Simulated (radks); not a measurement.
La+, configuration [Kr] 4d10 5p6 5d2 6p2 (not the ground configuration).

Method: Dirac Kohn-Sham, LDA (Slater exchange, Perdew-Wang correlation), spin-unpolarised, spherical densities, finite nucleus; open shells fill j = l - 1/2 first; Fermi nuclear charge, rms radius 4.855 fm; computed with a radial shooting solver on a logarithmic mesh with Libxc functionals.

Energy parts (eV):
part                      energy
total                 -230954.54
kinetic                247066.16
electron-nucleus      -561134.17
Hartree                 88465.76
exchange-correlation    -5352.29

Orbitals (lengths in bohr, moments of r in powers of bohr; r(max) is where P^2 peaks):
orbital  occ.  eigenvalue (eV)   r(max)   <1/r>      <r^4>  small-component weight
1s1/2       2        -38693.69  0.01609   61.96  1.924e-06                4.44e-02
2s1/2       2        -6173.505  0.09117   14.58  0.0003186                9.60e-03
2p1/2       2        -5826.346  0.06951   14.57  0.0002008                9.65e-03
2p3/2       4        -5413.742  0.07468   13.24  0.0002483                9.09e-03
3s1/2       2        -1334.128   0.2609   5.246    0.01315                2.92e-03
3p1/2       2        -1187.367   0.2474   5.162    0.01228                2.86e-03
3p3/2       4        -1106.990   0.2587   4.833    0.01443                2.71e-03
3d3/2       4        -848.7823   0.2081   4.698    0.01116                2.59e-03
3d5/2       6        -831.5668   0.2113   4.615    0.01174                2.55e-03
4s1/2       2        -283.0276   0.6085   2.175     0.3394                9.00e-04
4p1/2       2        -228.9757   0.6187   2.073     0.3994                8.36e-04
4p3/2       4        -211.7029   0.6431   1.964     0.4669                7.86e-04
4d3/2       4        -122.8174   0.6667   1.748     0.7237                6.46e-04
4d5/2       6        -119.8074   0.6747   1.722     0.7601                6.33e-04
5s1/2       0         -53.4089    1.386  0.8843      9.493                2.18e-04
5p1/2       2         -37.8763    1.503  0.7930      14.74                1.80e-04
5p3/2       4         -34.9867    1.564  0.7558      17.38                1.67e-04
5d3/2       2         -13.8422    1.986  0.5503      68.27                9.34e-05
5d5/2       0         -13.5256    2.012  0.5421      72.18                9.11e-05
6p1/2       2          -7.6759    3.865  0.2957      621.8                3.13e-05
6p3/2       0          -7.2660    4.023  0.2840      717.0                2.93e-05
6d3/2       0          -3.2062    5.942  0.1941       3533                1.56e-05
6d5/2       0          -3.1636    6.001  0.1925       3664                1.54e-05

The highest occupied level is 6p1/2 at -7.676 eV. The configuration is held as typed, so some empty levels lie below it. The density falls to 0.001 e/bohr^3 at r = 5.41 bohr. The electron density at the nucleus is 3.499e+05 e/bohr^3. Summed over all electrons, <r^2> = 86.84 bohr^2, which gives a Langevin (diamagnetic) susceptibility term of -68.8 x 10^-6 cm^3/mol.
